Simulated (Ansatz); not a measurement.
A run on FH3HfSe3, SMILES `[F][Hf]([SeH])([SeH])[SeH]` with other settings.

```yaml
crystal:
  periodic: [false, false, false]
  atoms:
    - {symbol: F, position_ang: [-0.822615, -2.567425, -0.061450]}
    - {symbol: Hf, position_ang: [-0.239990, -0.779419, -0.023613]}
    - {symbol: Se, position_ang: [-0.848818, 0.366255, -2.239361]}
    - {symbol: Se, position_ang: [-1.381027, 0.452601, 1.918853]}
    - {symbol: Se, position_ang: [2.306295, -0.715158, 0.301231]}
    - {symbol: H, position_ang: [0.432628, 1.084703, -2.122488]}
    - {symbol: H, position_ang: [-1.438981, 1.626233, 1.029416]}
    - {symbol: H, position_ang: [2.084607, 0.475010, 1.141610]}
basis:
  gaussian: {orbitals: def2-TZVP}
hamiltonian: {xc: {name: r2SCAN0}, dispersion: d3bj}
output: {forces: true}
```

```sh
$ ansatz run in.yaml --threads 2 --pin off --events-out ev --progress --plain --max-ram 32768MiB --backend cpu
```

Shortened log:

```
Warning: the engine holds no damping parameters fitted to this dispersion correction and functional, so the run takes those fitted to r2scan0 beside the three-body term, which d3bj leaves out (hamiltonian.dispersion, under Limitations)
Functional definition: r2SCAN0
1917 factors; their error is unknown
mean field evaluation 1: about -200121.4612 eV, gradient 4.0e1 eV
mean field evaluation 2: about -200110.8142 eV, gradient 9.1e1 eV
mean field evaluation 4: about -200124.2916 eV, gradient 3.9e0 eV
mean field evaluation 8: about -200125.5986 eV, gradient 6.4e-1 eV
mean field evaluation 16: about -200125.5989 eV, gradient 4.7e-5 eV
mean field -200125.59892820 eV, -7354.4801106082 hartree, gradient 2.0e-5 eV, S^2 0.000000; 0 other end points of the search recorded, 0 dependent functions left out
reference -200125.59893829 eV, -7354.4801109793 hartree; 63, 63 occupied and 170, 170 virtual orbitals, 1917 factors
Total energy: -200125.70602441 eV, -7354.4840463215 hartree
Atom 0 at    -0.822615    -2.567425    -0.061450 Å, force     0.040565     0.124883     0.002601 eV/Å
Atom 1 at    -0.239990    -0.779419    -0.023613 Å, force    -0.022089    -0.070635    -0.000666 eV/Å
Atom 2 at    -0.848818     0.366255    -2.239361 Å, force     0.147828     0.059604     0.037124 eV/Å
Atom 3 at    -1.381027     0.452601     1.918853 Å, force     0.003186     0.109263    -0.121825 eV/Å
Atom 4 at     2.306295    -0.715158     0.301231 Å, force    -0.056307     0.124380     0.090459 eV/Å
Atom 5 at     0.432628     1.084703    -2.122488 Å, force    -0.144033    -0.081229    -0.017109 eV/Å
Atom 6 at    -1.438981     1.626233     1.029416 Å, force     0.002964    -0.130938     0.101848 eV/Å
Atom 7 at     2.084607     0.475010     1.141610 Å, force     0.027887    -0.135329    -0.092431 eV/Å
Dipole moment:     0.086072     0.265599     0.005700 e Å
```

Hardware: 2 threads of an AMD EPYC 7R13 on a shared host. Wall time 20 s, peak host memory 1.1 GiB.
